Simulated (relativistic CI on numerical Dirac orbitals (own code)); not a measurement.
**Ni⁴⁺ in a cubic cluster: L2,3 absorption with charge transfer**

Computed with a charge-transfer multiplet model of a cubic metal-ligand cluster with up to 3 ligand holes, Slater and spin-orbit integrals from Dirac-Coulomb-Breit ions, Slater integrals scaled by 0.7. The ground state mixes d6 with configurations of k ligand holes L, whose averages lie at kΔ + k(k − 1)U_dd/2; a core hole lowers each added d electron by U_cd. 300 K, Lorentzian 0.4 eV and Gaussian 0.3 eV FWHM.

Atomic integrals in eV (Slater integrals scaled, ζ unscaled), ground: F2dd 9.934, F4dd 6.234, zeta_d 0.099; with the core hole: F2dd 10.444, F4dd 6.555, zeta_d 0.124, zeta_core 11.400, F2cd 6.313, G1cd 4.879, G3cd 2.777.

Cluster parameters (eV): Δ = 0.4, U_cd = 8.2, 10Dq = 1.7, 10Dq(ligand) = 0.5, V(eg) = 1.75, V(t2g) = -0.92, final-state hopping factor = 0.8.

Weights, n_d and S are thermal averages at 300 K. Photon energies count from the first peak over 30 % of the highest in each spectrum, which can be another peak from case to case. The parameters are a model scan and need not match a compound or its usual spin state. Peaks in eV (height, largest 100): -1.7 (7), 0.0 (100), 1.9 (36), 2.2 (35), 17.0 (51), 18.4 (19), 19.4 (7).

Question: Which parameters give this spectrum?
A. U_dd = 8.1 eV
B. U_dd = 5.3 eV
C. U_dd = 4.6 eV
D. U_dd = 6 eV
E. U_dd = 6.7 eV

Answer: A. U_dd = 8.1 eV; the ground state then has 6.62 d electrons and S = 0.09. The choice follows from running the model for each set and comparing peak positions and heights.
